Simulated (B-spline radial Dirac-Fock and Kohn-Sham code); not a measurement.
## The Tc-like isoelectronic sequence (43 electrons), Z = 43 to 53

Model: Dirac-Fock ΔSCF + Breit + QED. Program: a radial finite-basis atomic code. Binding energies in eV, tabulated ground configurations. No correlation.

```csv
ion,configuration,1s,2s,3p1/2,4d,outermost level,NIST ionisation energy
Tc,[Kr] 4d5 5s2,21056.1,3061.2,461.8,10.21,6.39 (5s),7.11938
Ru⁺,[Kr] 4d7,22133.7,3247.0,502.7,16.17,16.17 (4d),16.76 ± 0.06
Rh²⁺,[Kr] 4d7,23251.8,3450.7,556.6,30.70,30.70 (4d),31.06
Pd³⁺,[Kr] 4d7,?,?,?,?,?,?
Ag⁴⁺,[Kr] 4d7,25584.6,3884.4,676.7,66.89,66.89 (4d),65 ± 1.9
Cd⁵⁺,[Kr] 4d7,26799.5,4114.2,742.5,88.20,88.20 (4d),87 ± 2
In⁶⁺,[Kr] 4d7,28047.0,4352.5,812.1,111.5,111.5 (4d),109 ± 2
Sn⁷⁺,[Kr] 4d7,29327.1,4599.5,885.3,136.8,136.8 (4d),135 ± 2.1
Sb⁸⁺,[Kr] 4d7,30640.3,4855.0,962.3,164.0,164.0 (4d),162 ± 2.2
Te⁹⁺,[Kr] 4d7,31986.7,5119.2,1042.9,193.1,193.1 (4d),191.1 ± 2.2
I¹⁰⁺,[Kr] 4d7,33366.6,5392.2,1127.1,224.0,224.0 (4d),220.9 ± 2.4
```

Q: Fill in the row of Pd³⁺.

A: 1s 24402.0, 2s 3663.2, 3p1/2 614.6, 4d 47.68, outermost 47.68 (4d), NIST 46 ± 1.7 eV.

NIST's values are for the lowest levels; a dash marks a value that is missing or belongs to another shell. Their kind here: measured, semi-empirical, theoretical. Where a p, d or f shell is open in either ion the computed value averages over both j values and all terms, while the table refers to the lowest levels; that difference holds spin-orbit splitting (largest in heavy or highly charged ions), term energies where several electrons share open shells, and correlation, and it can reach 10 % or more.
